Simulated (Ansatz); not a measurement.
Born–Oppenheimer molecular dynamics of GeH₆O (8 atoms, charge 0, multiplicity 1). It starts at the highest image of a converged band. Of that band: Beside the main top the profile has a ripple of under 15 meV (maxima at images 2, 5), which may be a very shallow well or noise. Neighbouring images differ by up to 1.4 eV, so the band resolves the path poorly. A vibrational analysis at the climbing image gives one clearly imaginary mode, 1343i cm⁻¹: a first-order saddle point.

All numbers below come from RKS PBE0-D4/def2-SVP in Ansatz.

```yaml
ensemble: NVE (velocity Verlet)
time_step: 0.5 fs
steps_asked: 200
starting_velocities_drawn_for: 100 K
seed: 2633
```

First frame:

```xyz
8
Properties=species:S:1:pos:R:3
Ge -0.387 0.376 -0.509
O 0.623 -1.101 0.417
H 0.131 1.825 -0.462
H -1.911 0.203 -0.498
H 0.124 -0.202 -1.864
H 0.253 -0.392 1.258
H -0.408 0.461 1.409
H 1.576 -1.170 0.249
```

(1) How far do the bonds stretch over the last three quarters of this one trajectory? (Pairs bonded in most of those frames.)

Answers

(1) 
| bond | mean (Å) | spread (Å) | shortest | longest |
| --- | --- | --- | --- | --- |
| Ge1–O2 | 1.781 | 0.083 | 1.67 | 1.92 |
| Ge1–H3 | 1.543 | 0.010 | 1.53 | 1.56 |
| Ge1–H4 | 1.541 | 0.021 | 1.51 | 1.57 |
| Ge1–H5 | 1.550 | 0.015 | 1.52 | 1.58 |
| O2–H8 | 0.963 | 0.007 | 0.95 | 0.98 |
| H6–H7 | 0.766 | 0.039 | 0.71 | 0.82 |

Mean temperature of the second half: 1873 K. The conserved energy stayed within 0.22 meV per atom of its start (net change 0.13 meV per atom), so the integration is sound. The system heated up, since it started high on the potential surface and ran downhill. A run of 0.1 ps of so small a system gives no equilibrium averages. The orbitals stay closed-shell, which can raise the energy where a bond breaks towards radicals; this wasn't checked here.

Time of the run: 2.9 min on 2 threads of Arm Neoverse V2, with other jobs on the host, peak memory 0.18 GiB.
